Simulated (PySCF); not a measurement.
# Radial density of Rh⁺ (rhodium, charge +1)

UHF, [Kr] 4d8, high-spin 3F determinant. All numbers are calculated (PySCF 2.14, the spin-free X2C one-electron Hamiltonian (Gaussian nucleus), in x2c-SVPall).

```json
{"r (bohr)": "0.0275", "4πr²ρ (e/bohr)": "56.06", "4πr²(ρα − ρβ)": "-0.0005"}
{"r (bohr)": "0.0463", "4πr²ρ (e/bohr)": "48.42", "4πr²(ρα − ρβ)": "0.0009"}
{"r (bohr)": "0.0778", "4πr²ρ (e/bohr)": "65.25", "4πr²(ρα − ρβ)": "0.0236"}
{"r (bohr)": "0.131", "4πr²ρ (e/bohr)": "64.11", "4πr²(ρα − ρβ)": "0.1470"}
{"r (bohr)": "0.220", "4πr²ρ (e/bohr)": "47.64", "4πr²(ρα − ρβ)": "0.3473"}
{"r (bohr)": "0.370", "4πr²ρ (e/bohr)": "51.28", "4πr²(ρα − ρβ)": "0.1157"}
{"r (bohr)": "0.623", "4πr²ρ (e/bohr)": "15.70", "4πr²(ρα − ρβ)": "0.2971"}
{"r (bohr)": "1.05", "4πr²ρ (e/bohr)": "15.28", "4πr²(ρα − ρβ)": "1.5147"}
{"r (bohr)": "1.76", "4πr²ρ (e/bohr)": "5.058", "4πr²(ρα − ρβ)": "0.9155"}
{"r (bohr)": "2.97", "4πr²ρ (e/bohr)": "0.5873", "4πr²(ρα − ρβ)": "0.1123"}
{"r (bohr)": "4.99", "4πr²ρ (e/bohr)": "0.01155", "4πr²(ρα − ρβ)": "0.0005"}
{"r (bohr)": "8.39", "4πr²ρ (e/bohr)": "4.203e-05", "4πr²(ρα − ρβ)": "0.0000"}
```

Densities and radii are taken from the X2C orbitals without a picture-change correction, which distorts them close to the nucleus.
